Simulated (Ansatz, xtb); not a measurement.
**Relative energy of two isomers of C4H3F2NS**

Structure I: `FC(F)c1ccsn1`, a singlet. Structure II: `FC(F)c1nccs1`, a singlet. Both are isolated molecules in the gas phase, relaxed with B3LYP/def2-SVP; the shapes shown needn't be the lowest conformers.

I (Å):

```xyz
11

C    -3.9028    1.1901    1.2338
C    -2.4530    1.4868    0.9629
C    -1.3627    0.7805    1.5614
C    -0.1733    1.2921    1.1100
F    -4.1697    1.3388    2.5602
F    -4.1820   -0.1033    0.9146
N    -2.1479    2.4554    0.1258
S    -0.4892    2.5777    0.0055
H    -4.5618    1.8570    0.6546
H    -1.4682   -0.0408    2.2695
H     0.8388    0.9805    1.3693
```

II (Å):

```xyz
11

C    -2.0832    0.5018    1.7827
C    -0.6817    1.0353    1.8477
C     1.4869    1.0550    2.2234
C     1.3606    2.3395    1.7579
F    -2.9228    1.2588    2.5376
F    -2.5543    0.5371    0.5080
N     0.3268    0.3300    2.2689
S    -0.2859    2.6667    1.3547
H    -2.0979   -0.5378    2.1493
H     2.4242    0.5988    2.5463
H     2.1350    3.0949    1.6343
```

Quicker runs give these differences E(II) − E(I): GFN2-xTB −0.015 eV; HF/STO-3G −0.203 eV (at GFN2-xTB geometries); r2SCAN-D4/def2-SVP −0.203 eV (at GFN2-xTB geometries).

Task: Estimate E(II) − E(I) at the level CCSD(T)/def2-SVP + ΔMP2/def2-TZVPP.

Result: Too close to call at this level: CCSD(T)/def2-SVP + ΔMP2/def2-TZVPP gives E(II) − E(I) = −0.041 eV.

Level by level:

```tsv
level	geometry	E(II) − E(I) (eV)	departure from the last row (eV)	job, with rough time for the two
GFN2-xTB	GFN2-xTB	−0.015	+0.026	optimisation, 0.13 s
HF/STO-3G	GFN2-xTB	−0.203	−0.162	single point, 0.36 s
r2SCAN-D4/def2-SVP	GFN2-xTB	−0.203	−0.161	single point, 3.4 s
B3LYP/def2-SVP	B3LYP/def2-SVP	−0.164	−0.123	optimisation, 28 s
HF/def2-SVP	B3LYP/def2-SVP	−0.204	−0.163	part of the CCSD(T) run
MP2/def2-SVP	B3LYP/def2-SVP	−0.182	−0.141	part of the CCSD(T) run
CCSD(T)/def2-SVP	B3LYP/def2-SVP	−0.181	−0.140	single point
CCSD(T)/def2-SVP + ΔMP2/def2-TZVPP	B3LYP/def2-SVP	−0.041		single point, 60 s
```

As drawn, II has 1 C∷N, 1 C∷S in place of 1 C∷C, 1 N∷S (∷ is an aromatic bond).

The largest departure from CCSD(T)/def2-SVP + ΔMP2/def2-TZVPP is that of HF/def2-SVP, 0.163 eV. The last row adds to CCSD(T) the change of the MP2 difference between the two basis sets, here +0.140 eV, a large step that makes the value less sure.

With thermal terms from frequencies at re-optimised GFN2-xTB minima (ideal gas, soft modes damped towards free rotors, one conformer each, 298.15 K, 1 atm): the zero-point term adds +0.001 eV; ΔH is −0.040 and ΔG −0.041 eV.

The correlated steps freeze 12 core orbitals. Programs: Ansatz 0.2.0, xtb 6.7.1; the last row on 4 threads of Arm Neoverse V1 on a shared host.
